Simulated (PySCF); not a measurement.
Si(H)(Me)2(SeH), SMILES C[SiH](C)[SeH] (PBE0/def2-SVP optimised geometry):

```
12

Si    -0.246    -0.637     0.000
C      1.631    -0.637     0.000
C     -0.924     1.114     0.000
Se    -1.077    -1.848    -1.771
H     -0.766    -1.396     1.179
H      2.024    -0.124    -0.892
H      2.022    -1.665     0.003
H      2.018    -0.114     0.890
H     -2.024     1.108     0.003
H     -0.587     1.665    -0.893
H     -0.575     1.664     0.890
H     -0.472    -0.958    -2.775
```

Computed with PBE0/def2-TZVP (PySCF).

### Question
What are the frontier orbital energies and the dipole moment?

### Answer
HOMO-2 -9.15 eV, HOMO-1 -8.43 eV, HOMO -6.78 eV, LUMO 0.31 eV, LUMO+1 0.78 eV; dipole moment 1.98 D.

Meta-Löwdin charges at PBE0/def2-TZVP: Si1 0.71, C2 -0.60, C3 -0.60, Se4 -0.26, H5 -0.10, H6 0.13, H7 0.14, H8 0.13, H9 0.14, H10 0.13, H11 0.13, H12 0.07.
